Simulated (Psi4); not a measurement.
H3BF2OSi, singlet, geometry from GFN2-xTB; Psi4 with MP4/cc-pVDZ.

The Psi4 input:
```
memory 2 GB

molecule mol {
0 1
B     0.032124    0.151482    0.964873
F    -0.379998   -0.408553    2.089162
F     0.711520    1.281203    1.126923
O    -0.216177   -0.374255   -0.195920
Si   -0.086620   -0.329064   -1.826712
H     0.661969    0.854443   -2.246215
H    -1.481120   -0.292103   -2.256390
H     0.616937   -1.572660   -2.125197
}

set {
  basis cc-pvdz
  reference rhf
  freeze_core true
}

energy('mp4')
print_variables()
```

Q: Write the output that Psi4 gives for this input, abridged.

A: 
```
   => Loading Basis Set <=

    Name: CC-PVDZ
    Role: ORBITAL
    Keyword: BASIS

         ---------------------------------------------------------
                                   SCF
               by Justin Turney, Rob Parrish, Andy Simmonett
                          and Daniel G. A. Smith
                              RHF Reference
         ---------------------------------------------------------

  ==> Geometry <==

    Molecular point group: c1
    Full point group: C1

    Geometry (in Angstrom), charge = 0, multiplicity = 1:

       Center              X                  Y                   Z               Mass
    ------------   -----------------  -----------------  -----------------  -----------------
         B            0.026216158985     0.130273292509     0.852334204505    11.009305360000
         F           -0.385905841015    -0.429761707491     1.976623204505    18.998403162730
         F            0.705612158985     1.259994292509     1.014384204505    18.998403162730
         O           -0.222084841015    -0.395463707491    -0.308458795495    15.994914619570
         SI          -0.092527841015    -0.350272707491    -1.939250795495    27.976926534650
         H            0.656061158985     0.833234292509    -2.358753795495     1.007825032230
         H           -1.487027841015    -0.313311707491    -2.368928795495     1.007825032230
         H            0.611029158985    -1.593868707491    -2.237735795495     1.007825032230

  Running in c1 symmetry.

  Rotational constants: A =      0.31595  B =      0.07203  C =      0.05993 [cm^-1]
  Rotational constants: A =   9471.83348  B =   2159.47226  C =   1796.72021 [MHz]
  Nuclear repulsion =  220.160705522115848

  Charge       = 0
  Multiplicity = 1
  Electrons    = 48
  Nalpha       = 24
  Nbeta        = 24

  ==> Algorithm <==

  SCF Algorithm Type is PK.
  DIIS enabled.
  MOM disabled.
  Fractional occupation disabled.
  Guess Type is SAD.
  Energy threshold   = 1.00e-08
  Density threshold  = 1.00e-08
  Integral threshold = 1.00e-12

  ==> Primary Basis <==

  Basis Set: CC-PVDZ
    Blend: CC-PVDZ
    Number of shells: 41
    Number of basis functions: 89
    Number of Cartesian functions: 94
    Spherical Harmonics?: true
    Max angular momentum: 2

  ==> Integral Setup <==

  Using in-core PK algorithm.
   Calculation information:
      Number of atoms:                   8
      Number of AO shells:              41
      Number of primitives:            153
      Number of atomic orbitals:        94
      Number of basis functions:        89

      Integral cutoff                 1.00e-12
      Number of threads:                 1

  Performing in-core PK
  Using 16044030 doubles for integral storage.
  We computed 337000 shell quartets total.
  Whereas there are 371091 unique shell quartets.

  ==> DiskJK: Disk-Based J/K Matrices <==

    J tasked:                  Yes
    K tasked:                  Yes
    wK tasked:                  No
    Schwarz Cutoff:          1E-12

  Minimum eigenvalue in the overlap matrix is 1.0546749815E-02.
  Reciprocal condition number of the overlap matrix is 2.5025721709E-03.
    Using symmetric orthogonalization.

  ==> Pre-Iterations <==

  SCF Guess: Superposition of Atomic Densities via on-the-fly atomic UHF (no occupation information).

   -------------------------
    Irrep   Nso     Nmo
   -------------------------
     A         89      89
   -------------------------
    Total      89      89
   -------------------------

  ==> Iterations <==

                        Total Energy        Delta E     RMS |[F,P]|

   @RHF iter SAD:  -588.19817311689644   -5.88198e+02   0.00000e+00
   @RHF iter   1:  -589.22011870916128   -1.02195e+00   5.84209e-03 ADIIS/DIIS
   @RHF iter   2:  -589.29638826212545   -7.62696e-02   3.41164e-03 ADIIS/DIIS
   @RHF iter   3:  -589.32671362991539   -3.03254e-02   3.27964e-04 ADIIS/DIIS
   @RHF iter   4:  -589.32745454478379   -7.40915e-04   1.09143e-04 ADIIS/DIIS
   @RHF iter   5:  -589.32749790398748   -4.33592e-05   2.50494e-05 DIIS
   @RHF iter   6:  -589.32750239384416   -4.48986e-06   4.88755e-06 DIIS
   @RHF iter   7:  -589.32750257105010   -1.77206e-07   9.83443e-07 DIIS
   @RHF iter   8:  -589.32750257975715   -8.70705e-09   2.27844e-07 DIIS
   @RHF iter   9:  -589.32750258026454   -5.07384e-10   5.91037e-08 DIIS
   @RHF iter  10:  -589.32750258028761   -2.30784e-11   2.16737e-08 DIIS
   @RHF iter  11:  -589.32750258029068   -3.06954e-12   5.28853e-09 DIIS
  Energy and wave function converged.

  ==> Post-Iterations <==

    Orbital Energies [Eh]
    ---------------------

    Doubly Occupied:

[...]
    Virtual:

[...]
    Final Occupation by Irrep:
              A
    DOCC [    24 ]
    NA   [    24 ]
    NB   [    24 ]

  @RHF Final Energy:  -589.32750258029068

   => Energetics <=

    Nuclear Repulsion Energy =            220.1607055221158475
    One-Electron Energy =               -1256.2877796458124067
    Two-Electron Energy =                 446.7995715434058752
    Total Energy =                       -589.3275025802906839

Computation Completed

Properties will be evaluated at   0.000000,   0.000000,   0.000000 [a0]

Properties computed using the SCF density matrix

 Multipole Moments:

 ------------------------------------------------------------------------------------
     Multipole            Electronic (a.u.)      Nuclear  (a.u.)        Total (a.u.)
 ------------------------------------------------------------------------------------

 L = 1.  Multiply by 2.5417464519 to convert [e a0] to [Debye]
 Dipole X            :          0.5354369           -0.5358666           -0.0004297
 Dipole Y            :          1.8134672           -1.9237676           -0.1103004
 Dipole Z            :          9.1383101          -10.2080401           -1.0697300
 Magnitude           :                                                    1.0754016

 ------------------------------------------------------------------------------------

 MINTS: Wrapper to libmints.
   by Justin Turney

   Calculation information:
      Number of threads:                 1
      Number of atoms:                   8
      Number of AO shells:              41
      Number of SO shells:              41
      Number of primitives:            153
      Number of atomic orbitals:        94
      Number of basis functions:        89

      Number of irreps:                  1
      Integral cutoff                 1.00e-12
      Number of functions per irrep: [  89 ]

 OEINTS: Overlap, kinetic, potential, dipole, and quadrupole integrals
         stored in file 35.

      Computed 7005645 non-zero two-electron integrals.
        Stored in file 33.

        ==> Transform all two-electron integrals <==

	Presorting SO-basis two-electron integrals.
	Sorting File: SO Ints (nn|nn) nbuckets = 1
	Constructing frozen core operators
	Starting first half-transformation.
	Sorting half-transformed integrals.
	First half integral transformation complete.
	Starting second half-transformation.
	Two-electron integral transformation complete.

        **********************************************************
        *                                                        *
        *                   CCSD Integral Sort                   *
        *                                                        *
        **********************************************************

        CC integral sort will use                    210.62 mb

        Number of (ab|cd) temporary files:                2
        Number of (ab|ci) temporary files:                3
        Starting temporary file number:                 270

        *****************************************************
        *                                                   *
        *                        MP4                        *
        *                  Eugene DePrince                  *
        *                                                   *
        *****************************************************

  ==> Input parameters <==

        Freeze core orbitals?                 yes
        Use frozen natural orbitals?           no
        r_convergence:                  1.000e-07
        e_convergence:                  1.000e-06
        Number of DIIS vectors:                 8
        Number of frozen core orbitals:         9
        Number of active occupied orbitals:    15
        Number of active virtual orbitals:     65
        Number of frozen virtual orbitals:      0

  ==> Memory <==

        minimum memory requirements for QCISD =        21.85 mb
        (T) algorithm:                                 16.32 mb (low-memory)
        memory requirements for QCISD(T) =             16.32 mb

  ==> Define tiling <==

        v(ab,cd) diagrams will be evaluated in   1 blocks.
        v(ab,ci) diagrams will be evaluated in   1 blocks over ov2.
        v(ab,ci) diagrams will be evaluated in   1 blocks over ov.

  Allocate cpu memory (    56.96 mb).....done.
  Initialize cpu memory..................done.

  ==> MP4(SDQ) <==

        OS MP2 correlation energy:            -0.539699565253
        SS MP2 correlation energy:            -0.187179216918
        MP2 correlation energy:               -0.726878782171
      * MP2 total energy:                   -590.054381362462

        OS MP2.5 correlation energy:          -0.555625475706
        SS MP2.5 correlation energy:          -0.179199602121
        MP2.5 correlation energy:             -0.734825077827
      * MP2.5 total energy:                 -590.062327658118

        OS MP3 correlation energy:            -0.571551386158
        SS MP3 correlation energy:            -0.171219987325
        MP3 correlation energy:               -0.742771373483
      * MP3 total energy:                   -590.070273953773

        OS MP4(SDQ) correlation energy:       -0.586386328678
        SS MP4(SDQ) correlation energy:       -0.165912890945
        MP4(SDQ) correlation energy:          -0.757020050812
      * MP4(SDQ) total energy:              -590.084522631103

        ==> Resort (ov|vv) integrals for low-memory (T) computation <==

        *******************************************************
        *                                                     *
        *                       MP4(T)                        *
        *                                                     *
        *******************************************************

        Using low-memory algorithm.

        num_threads:                      1
        memory requirements:       16.32 mb

        Number of abc combinations: 47905

        Computing (T) correction...

        % complete  total time
              10.0
              20.0
              30.0
              40.0
              50.0
              60.0
              70.0
              80.0
              90.0

        MP4(T) correlation energy:              -0.015504366307

        MP4(SDTQ) correlation energy:           -0.772524417119
      * MP4(SDTQ) total energy:               -590.100026997410

  Variable Map:
  ----------------------------------------------------------------------------
[...]
  Array Variable Map:
  ----------------------------------------------------------------------------
[...]
[...]
```
